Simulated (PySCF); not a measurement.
**Sn⁺: interval between two levels**

Sn⁺ [Kr] 4d10 5s2 5p1 [2P3/2, M_J = 3/2] → Sn⁺ [Kr] 4d10 5s1 5p1 6s1 [4P5/2, M_J = 5/2], as a difference of total energies. All numbers are calculated (PySCF 2.14, the two-component X2C-1e Hamiltonian, in x2c-TZVPall-2c with one added diffuse shell each of s, p, d, f type (9s10p6d3f, 90 functions)). Correlated levels: [Ar] 3d10 frozen; the 6 highest virtual spinors dropped. "Screened" scales the spin-orbit matrix elements by Boettger's factors to mimic the two-electron term; Breit and QED terms are absent.

```json
{"method": "GHF (spin-free)", "interval between two levels (cm⁻¹)": "96119"}
{"method": "GMP2 (spin-free)", "interval between two levels (cm⁻¹)": "109030"}
{"method": "GHF (screened spin-orbit)", "interval between two levels (cm⁻¹)": "96479"}
{"method": "GMP2 (screened spin-orbit)", "interval between two levels (cm⁻¹)": "109410"}
```

The labels give the starting determinants; with spin-orbit coupling the two ends relaxed to ⟨J²⟩ = 3.76, ⟨L²⟩ = 2.03, ⟨S²⟩ = 0.77 and ⟨J²⟩ = 8.77, ⟨L²⟩ = 2.03, ⟨S²⟩ = 3.77.

The promoted electron is Rydberg-like, and one or two diffuse shells describe it only roughly, which tends to raise the upper state.
